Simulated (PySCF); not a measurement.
C₃H₈Si, triplet, at the geometry of the source list (a higher spin typed on purpose: for a closed-shell molecule this is an excited state). Base run: PBE0/6-31G in PySCF.

The PySCF input:
```python
from pyscf import gto, scf, dft

mol = gto.M(
    atom='''
C     0.73080000    0.28530000    0.78140000
C     0.81290000   -0.81900000   -0.29210000
Si   -0.98180000   -0.45530000   -0.84250000
C    -0.56640000    0.99130000    0.33690000
H     1.60120000    0.94110000    0.80280000
H     0.61410000   -0.14870000    1.77440000
H     1.56060000   -0.59170000   -1.05070000
H     1.04610000   -1.80480000    0.10510000
H    -1.98680000   -1.39520000   -0.34160000
H    -1.21750000   -0.14490000   -2.25260000
H    -0.36160000    1.93100000   -0.17410000
H    -1.25170000    1.21090000    1.15310000
''',
    basis='6-31g',
    spin=2,
    verbose=4,
)

mf = dft.UKS(mol)
mf.xc = 'pbe0'
mf.kernel()
mf.analyze()
```

Variants of this job, named by their change:

```tsv
change	E (Eh)	HOMO (eV)	dipole (D)	<S^2>	core-seconds (rough)	outcome
base	-408.01019	-1.63	3.92	2.009	20	converged
functional = m06l	-408.25551	-0.75	3.84	2.008	20	converged
functional = b97-1	-408.20977	-1.27	3.89	2.007	10	converged
functional = blyp	-	-	-	-	-	not converged
functional = mn12l	-408.07970	-0.75	4.28	2.009	30	converged
functional = m06	-408.16442	-1.28	3.80	2.007	20	converged
functional = hf	-406.80599	-3.28	4.15	2.048	1	converged
functional = tpssh	-408.31625	-1.18	3.91	2.008	30	converged
functional = b97m_v	-	-	-	-	-	cut at the time limit
functional = m062x	-408.18075	-2.21	3.87	2.008	20	converged
functional = r2scan	-408.17762	-1.06	3.97	2.011	30	converged
functional = bp86	-	-	-	-	-	not converged
functional = pbe; dispersion = d3zero	-407.96947	-0.86	3.85	2.004	10	converged
```

Total energies compare only within one method and basis.

Open shells are given as the SCF converged; they aren't shown to be the lowest states, and a large step between rows can be another state.
